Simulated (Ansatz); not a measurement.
Breaking the Si1–I2 bond in H3ISi (SMILES [SiH3]I) (multiplicity 1 held, fragments rigid). Energies count from the point at 2.459 Å.
Geometry at that point (charge 0, multiplicity 1):
```
atom    x (Å)    y (Å)    z (Å)
----  -------  -------  -------
Si    -1.8413   0.0490   0.0181
I      0.6169  -0.0164  -0.0060
H     -2.2729   1.4257  -0.2930
H     -2.3038  -0.3479   1.3622
H     -2.3415  -0.8938  -1.0014
```

Unrestricted levels (U-) break spin symmetry where that is lower. Active spaces are followed from a long bond inwards. Curves can end on different states.

Frozen-core correlation. Filled d and f shells under p-block atoms count as core.

Programs: Ansatz (a program for electronic structure). Values without a source in brackets are computed. In def2 rows elements past Kr take small-core potentials, without spin–orbit coupling.

Task: Predict the energy at R = 7.869 Å from SC-NEVPT2 on CASSCF(6,4)/def2-SVP.

Result: 72.8 kcal/mol

Task: Estimate the energy at R = 7.869 Å that U-CCSD/def2-SVP returns for this input.

Result: 69.9 kcal/mol

Task: Give the energy at R = 7.869 Å at the level FIC-MRCISD+Q on CASSCF(6,4)/def2-SVP.

Result: 71.0 kcal/mol

Doubts at one or more of the structures used: a spin-contaminated determinant (U-CCSD/def2-SVP); active orbitals that take no part (SC-NEVPT2 on CASSCF(6,4)/def2-SVP, FIC-MRCISD+Q on CASSCF(6,4)/def2-SVP).
